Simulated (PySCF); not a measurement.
A GIAO shielding run with PySCF 2.14 (density fitting, non-relativistic, gas phase) on `COC1=CC=CCC[SiH2]1`, C$_{7}$H$_{12}$OSi:

```
$ OMP_NUM_THREADS=1 python probes_run.py task.json out

{"job": {"kind": "nmr", "xc": "PBE0", "basis": "pcSseg-1"}, "charge": 0, "multiplicity": 1}
C      3.208904    -0.498199    -0.430673
O      1.976457    -1.145646    -0.230961
C      0.879696    -0.401423     0.115224
C      0.889193     0.922643     0.319866
C     -0.265865     1.711336     0.701246
C     -1.518784     1.571731     0.269741
C     -1.978958     0.563079    -0.732749
C     -2.199174    -0.811860    -0.090274
Si    -0.548228    -1.599663     0.448879
H      3.915870    -1.278590    -0.708894
H      3.146459     0.241997    -1.235547
H      3.553941    -0.006324     0.485033
H      1.810857     1.489086     0.245611
H     -0.042737     2.529646     1.377045
H     -2.277692     2.241215     0.652552
H     -2.910020     0.907434    -1.190474
H     -1.226318     0.464745    -1.520759
H     -2.709700    -1.460319    -0.803947
H     -2.872410    -0.701438     0.760326
H     -0.574294    -1.906488     1.887072
H     -0.266118    -2.816021    -0.318787
```

Hardware: 1 thread of an Intel Xeon, shared host. The job also computes population analyses, field gradients, ring-centre shieldings.

Q: How large is the calculation?

A: 76 electrons, 220 basis functions and 1159 auxiliary functions.

Q: How long does it take, and how much memory does it need?

A: 75 s of wall time, with 14 SCF cycles and 5 response iterations; peak memory 1.1 GiB. Times on a shared host scatter by some tens of per cent.
